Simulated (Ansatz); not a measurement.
Geometry optimisation, Ansatz 0.2.0, RKS PBE0-D4/def2-SVP.

The input (input.yaml):

```yaml
crystal:
  periodic: [false, false, false]
  atoms:
    - { symbol: Sn, position_ang: [-1.832338, -0.017872, -0.028865] }
    - { symbol: Si, position_ang: [-0.006337, 1.632379, 0.506961] }
    - { symbol: H, position_ang: [-1.408681, -0.982143, -1.384816] }
    - { symbol: H, position_ang: [-2.150429, -1.068686, 1.282993] }
    - { symbol: H, position_ang: [-3.269229, 0.834665, -0.422742] }
    - { symbol: H, position_ang: [1.540574, -0.43165, -0.381264] }
    - { symbol: P, position_ang: [1.470494, -1.810091, -0.133727] }
    - { symbol: H, position_ang: [-0.56017, 2.865234, 1.157361] }
    - { symbol: H, position_ang: [0.705223, 2.026722, -0.749656] }
    - { symbol: H, position_ang: [0.995906, 1.041801, 1.452176] }
    - { symbol: H, position_ang: [2.855892, -1.915886, 0.201475] }
    - { symbol: H, position_ang: [1.659094, -2.174473, -1.499896] }
basis:
  gaussian: { orbitals: def2-SVP }
hamiltonian:
  xc: pbe0
  dispersion: d4
relax:
  f_tol: 0.03
  max_steps: 50
```

Launched with:

```bash
$ ansatz run input.yaml --threads 2 --pin off --max-ram 3072MiB --backend cpu --events-out ev --progress --plain --runs-dir out
```

Where does it end, and by what steps?

The forces met the threshold. The force dipped under the threshold on the way, but the program's further checks kept it going. After 24 steps the energy has fallen by 0.118 eV; H6 moved furthest, 1.55 Å.

| step | energy less start (eV) | largest force component (eV/Å) | accepted |
| --- | --- | --- | --- |
| 0 | 0.0000 | 0.642 | yes |
| 1 | -0.0495 | 0.212 | yes |
| 2 | -0.0605 | 0.129 | yes |
| 3 | -0.0684 | 0.227 | yes |
| 4 | -0.0713 | 0.433 | yes |
| 5 | -0.0866 | 0.167 | yes |
| 6 | -0.0916 | 0.057 | yes |
| 7 | -0.1010 | 0.028 | yes |
| 8 | -0.0980 | 0.415 | no |
| 9 | -0.1048 | 0.102 | yes |
| 10 | -0.1039 | 0.199 | no |
| 11 | -0.1080 | 0.059 | yes |
| 12 | -0.1101 | 0.037 | yes |
| 13 | -0.1119 | 0.064 | yes |
| 14 | -0.1119 | 0.172 | yes |
| 15 | -0.1157 | 0.015 | yes |
| 16 | -0.1164 | 0.021 | yes |
| 17 | -0.1143 | 0.140 | no |
| 18 | -0.1172 | 0.049 | yes |
| 19 | -0.1166 | 0.086 | no |
| 20 | -0.1176 | 0.033 | yes |
| 21 | -0.1178 | 0.034 | yes |
| 22 | -0.1180 | 0.039 | yes |
| 23 | -0.1181 | 0.037 | yes |
| 24 | -0.1182 | 0.028 | yes |

```xyz
12
Properties=species:S:1:pos:R:3
Sn -1.905 0.024 -0.063
Si -0.101 1.717 0.629
H -1.699 -0.461 -1.694
H -1.848 -1.374 0.927
H -3.477 0.706 0.084
H 2.578 -0.984 -1.388
P 1.606 -1.376 -0.418
H -0.725 3.014 1.044
H 0.826 1.993 -0.512
H 0.695 1.193 1.781
H 2.582 -1.755 0.553
H 1.468 -2.696 -0.942
```

The run took 76 s on 2 threads of Arm Neoverse V1, with other jobs on the host, peak memory 0.26 GiB.
